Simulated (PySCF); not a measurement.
Input of a response calculation (the driver script's job line, then coordinates in Å):

```
{"job": {"kind": "uv", "xc": "PBE0", "basis": "def2-SVPD", "nstates": 8, "ntriplets": 3}, "charge": 0, "multiplicity": 1}
C     -2.665540     0.181809     0.887681
O     -2.358171    -0.265545    -0.418886
C     -1.329093    -1.192647    -0.462579
O     -0.090684    -0.665441    -0.146761
Si     0.557600     0.677063    -0.802406
O      2.014877     0.789374    -0.129267
Si     3.331756     0.276681     0.663619
H     -3.022720    -0.651006     1.504310
H     -3.452909     0.923661     0.776859
H     -1.794398     0.636605     1.366670
H     -1.510675    -2.021600     0.242144
H     -1.326535    -1.575297    -1.491094
H      0.727727     0.521101    -2.243839
H     -0.148182     1.892914    -0.415070
H      3.826623    -0.945529     0.031311
H      2.968899     0.038256     2.059979
H      4.264428     1.391632     0.515805
```

Its output, with some lines taken out ([cut]):

```
coarse grid: 14880 points
cycle   1  E = -885.6851254742  dE =  8.319e-01  |g| = 9.892e-01  |ddm| = 5.954e+00
cycle   2  E = -885.4048941251  dE =  2.802e-01  |g| = 1.555e+00  |ddm| = 2.769e+00
cycle   3  E = -885.8634281140  dE = -4.585e-01  |g| = 9.632e-02  |ddm| = 1.650e+00
cycle   4  E = -885.8646188300  dE = -1.191e-03  |g| = 6.524e-02  |ddm| = 2.152e-01
cycle   5  E = -885.8653913635  dE = -7.725e-04  |g| = 1.094e-02  |ddm| = 6.754e-02
cycle   6  E = -885.8654141456  dE = -2.278e-05  |g| = 2.399e-03  |ddm| = 2.218e-02
cycle   7  E = -885.8654154347  dE = -1.289e-06  |g| = 5.347e-04  |ddm| = 3.623e-03
final grid: 133616 points
cycle   8  E = -885.9963666770  dE = -2.239e-05  |g| = 1.214e-02  |ddm| = 1.020e-01
cycle   9  E = -885.9963383037  dE =  2.837e-05  |g| = 1.746e-02  |ddm| = 2.963e-02
cycle  10  E = -885.9963940555  dE = -5.575e-05  |g| = 1.057e-03  |ddm| = 1.716e-02
cycle  11  E = -885.9963943135  dE = -2.580e-07  |g| = 1.666e-04  |ddm| = 1.366e-03
cycle  12  E = -885.9963943169  dE = -3.408e-09  |g| = 1.059e-04  |ddm| = 3.363e-04
cycle  13  E = -885.9963943190  dE = -2.097e-09  |g| = 2.139e-05  |ddm| = 1.280e-04
cycle  14  E = -885.9963943191  dE = -1.016e-10  |g| = 3.995e-06  |ddm| = 4.154e-05
converged SCF energy = -885.9963943191

[cut]

Singlet excitations
state   eV       nm        f      main configurations
[cut]
  2   7.4577    166.2   0.00714   H->L 0.66, H-3->L 0.15, H-1->L 0.11
  3   7.5708    163.8   0.00995   H->L+1 0.87, H->L+2 0.08
[cut]
  5   7.7309    160.4   0.02354   H-1->L+1 0.74
  6   7.8099    158.8   0.00598   H-2->L 0.50, H-3->L 0.15, H-4->L 0.11
  7   8.1151    152.8   0.01773   H-2->L+1 0.61, H-1->L+2 0.11
  8   8.1656    151.8   0.02606   H-4->L 0.20, H-1->L+3 0.18, H-2->L+1 0.14

Triplet excitations (Tamm-Dancoff, eV): 6.8876 7.1686 7.3515
```

Computed, not measured: TDDFT PBE0/def2-SVPD, vertical, gas phase, core orbitals frozen in the response in PySCF 2.14.0, density-fitted response routines. Geometry: GFN2-xTB, one conformer, isolated molecule.

What stood in the cut lines?

```
Static polarisability (au): isotropic 85.852, principal 79.473 81.605 96.477
  1   7.1903    172.4   0.00574   H-1->L 0.74, H->L 0.14
  4   7.7064    160.9   0.00174   H-3->L 0.60, H-2->L 0.19
```

What share of the summed oscillator strength falls to the strongest level in this window?

State 8 at 152 nm: 0.0261 of 0.0979, or 27%.

What transition dipole goes with state 8?

|μ|² = 3f / (2ΔE) = 3 × 0.0261 / (2 × 0.3001) = 0.130 au, so |μ| = 0.92 D.

Which orbital energies lie behind H and L?

HOMO -8.22 eV and LUMO 0.14 eV, a gap of 8.36 eV; state 1 differs from that by -1.17 eV.

Write the structure that the coordinates describe.

`COCO[SiH2]O[SiH3]` (C2H10O3Si2), point group C1.

The SCF starts on a coarse grid; the energy jumps when the final grid takes over, and dE counts afresh there. H and L stand for HOMO and LUMO.

The run took 97 s of wall time on one thread of an Arm Neoverse N1 (shared host), and the process peaked at 0.97 GiB of memory.

Conformer computed: `[CH3:1][O:2][CH2:3][O:4][SiH2:5][O:6][SiH3:7]`: C1–O2–C3–O4 -69°, O2–C3–O4–Si5 -50°, C3–O4–Si5–O6 -178°, O4–Si5–O6–Si7 18°.

Without π bonds the low states are Rydberg-like; a valence basis with one diffuse set may place them up to an eV too high.
